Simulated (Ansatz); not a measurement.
Ansatz results at the PBE0-D4/def2-TZVP geometry: size of the dipole moment (B3LYP/def2-TZVPP) 1.27 D; HOMO–LUMO gap (PBE/def2-TZVPP) 3.84 eV; HOMO energy (B3LYP/def2-TZVPP) -6.68 eV.

Which molecule gave them?
A. `C[CH2][Al]([SiH3])[Cl]`
B. `[SiH3][SiH]1O[SiH2]1`
C. `B[NH][GaH][F]`
D. `B[SiH]([GeH3])C=O`

B. The others give `B[SiH]([GeH3])C=O`: 2.23, 2.10, -6.83; `C[CH2][Al]([SiH3])[Cl]`: 1.82, 3.83, -7.14; `B[NH][GaH][F]`: 0.70, 5.39, -8.66.

B3LYP here is the variant with VWN-RPA as its local correlation; programs differ in this.
